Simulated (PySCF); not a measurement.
CH4BCl2 (charge -1).
Geometry (PBE0-D3(BJ)/def2-SVP, Å), atoms numbered from 1 in this order:
```
atom  x, y, z in Å
C1    -1.1634   -0.4474    0.2106
B2     0.3695    0.0017    0.4044
Cl3    1.4993   -1.1410   -0.6392
Cl4    0.5817    1.8053   -0.2121
H5    -1.4706   -0.3929   -0.8486
H6    -1.3206   -1.4878    0.5493
H7    -1.8460    0.2013    0.7891
H8     0.7699   -0.0413    1.5643
```

Theory: PBE0-D3(BJ)/def2-SVP geometry optimisation, gas phase (PySCF 2.14.0).

Masses are those of the commonest isotopes; rigid-rotor values at the optimised geometry. 

Task: What are A, B and C (MHz)?

Result: Ia = 88.51, Ib = 179.46, Ic = 251.66 u·Å²; 505379 MHz·u·Å²/I gives A = 5710, B = 2816, C = 2008 MHz.

Task: What kind of rotor is it?

Result: An asymmetric top; Ray's κ = -0.563.

Task: Is it planar, by Δ = Ic − Ia − Ib?

Result: Not planar: Δ = Ic − Ia − Ib = -16.31 u·Å². For a rigid frame Δ = −2 Σ m c², so Σ m c² = 8.16 u·Å² lies off the ab plane: 4.70 from hydrogen and 3.46 from heavier atoms. The atom farthest from that plane is 1.74 Å away.

Task: Predict some low-J microwave lines.

Result: The dipole components (about the centre of mass, as the species is charged) are |μa| = 0.00 D, |μb| = 0.19 D, |μc| = 0.80 D; the mirror of this Cs structure is the bc plane, so μa vanishes by symmetry (the 0.01 D computed is a residue) and there are no a-type lines. Intensities carry the squares of the components, which stand as 0.05 : 1.00 (b : c). Some lines, for components of 0.1 D or more:

| type | branch | J(Ka,Kc) | MHz | lower level (cm⁻¹) |
| --- | --- | --- | --- | --- |
| b | R | 4(2,2) ← 3(3,1) | 4559 | 1.958 |
| c | Q | 3(2,2) ← 3(1,2) | 7571 | 1.153 |
| c | Q | 4(3,2) ← 4(2,2) | 14988 | 2.110 |
| b | Q | 4(3,1) ← 4(2,2) | 15105 | 2.110 |
| b | Q | 3(3,0) ← 3(2,1) | 15885 | 1.429 |
| b | Q | 4(3,2) ← 4(2,3) | 16937 | 2.045 |
| c | R | 2(2,1) ← 1(1,1) | 19945 | 0.257 |
| b | R | 5(3,3) ← 4(2,2) | 39462 | 2.110 |
| c | R | 5(3,3) ← 4(2,3) | 41411 | 2.045 |
| c | R | 5(4,2) ← 4(3,2) | 47310 | 2.610 |

Task: Estimate the classical rotational partition function at 25 K, 50 K and 500 K.

Result: Point group Cs, symmetry number σ = 1; q = (√π/σ)·√((kT/h)³/(ABC)), k/h = 20836.6 MHz/K: 3710 at 25 K, 10500 at 50 K, 332000 at 500 K.

No frequency check. No vibrational averaging or centrifugal distortion is included, and the geometry carries the error of its method. A rigid rotor knows nothing of internal rotation, which can split or shift real lines. Quadrupole hyperfine structure (11B, 35Cl) is left out.
